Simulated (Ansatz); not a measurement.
Te5W3 (the lowest singlet isomer of a short search). Total charge 0; singlet. Geometry PBE-D4/def2-SVP, basis def2-TZVP, Ansatz.

```xyz
8

W     0.819   -0.988   -0.144
W     0.136    1.637    0.346
W    -1.659    0.171    0.194
Te   -2.321    2.781    0.585
Te    2.158   -2.467   -1.685
Te   -0.314    0.602   -2.103
Te   -1.068   -2.224    1.265
Te    2.251    0.487    1.544
```

| run | HOMO (eV) | LUMO (eV) |
| --- | --- | --- |
| A | -4.91 | -4.02 |
| B | -4.84 | -3.93 |
| C | -7.80 | -1.66 |
| D | -5.12 | -3.97 |
| E | -5.74 | -3.40 |

In the def2 sets Te, W take a core potential; there is no spin–orbit coupling. LC-ωPBE has ω = 0.4 bohr⁻¹. The structure comes from a short search, and lower isomers may exist.

Question: The runs used LC-ωPBE, PBE, PBE0, r2SCAN, revPBE. Estimate which is which.

Answer: A PBE (0 % exact exchange); B revPBE (0 % exact exchange); C LC-ωPBE (range-separated); D r2SCAN (0 % exact exchange); E PBE0 (25 % exact exchange). Exact exchange lowers occupied and raises empty levels; among semilocal functionals meta-GGAs tend to open the gap a little, and such runs are hard to tell apart. The gap grows from 0.89 eV (PBE) to 6.14 eV (LC-ωPBE). The restricted singlet is unstable towards broken spin symmetry in Hartree–Fock (as tested in another run); at PBE-D4/def2-TZVP, revPBE-D4/def2-TZVP, LC-ωPBE/def2-TZVP, r2SCAN-D4/def2-TZVP and others this wasn't settled.
